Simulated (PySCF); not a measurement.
hydrogen selenide (H₂Se), singlet, at a GFN2-xTB geometry.

PySCF was given this input:
```python
from pyscf import gto, scf, dft

mol = gto.M(
    atom='''
Se   -0.002122    0.055731   -0.001401
H    -0.991565   -0.986707    0.017580
H     1.063712   -0.908138    0.030069
''',
    basis='cc-pvtz',
    charge=0,
    spin=0,
    verbose=4,
)

mf = dft.RKS(mol)
mf.xc = 'pbe0'
mf.kernel()
mf.analyze()
```

Question: What does this run give for the nuclear repulsion energy, HOMO-LUMO gap, HOMO energy, total energy, dipole moment?

Answer: 
* **nuclear repulsion energy**: 25.2919 Eh
* **HOMO-LUMO gap**: 7.38 eV
* **HOMO energy**: -7.12 eV
* **total energy**: -2402.5059 Eh
* **dipole moment**: 0.83 D
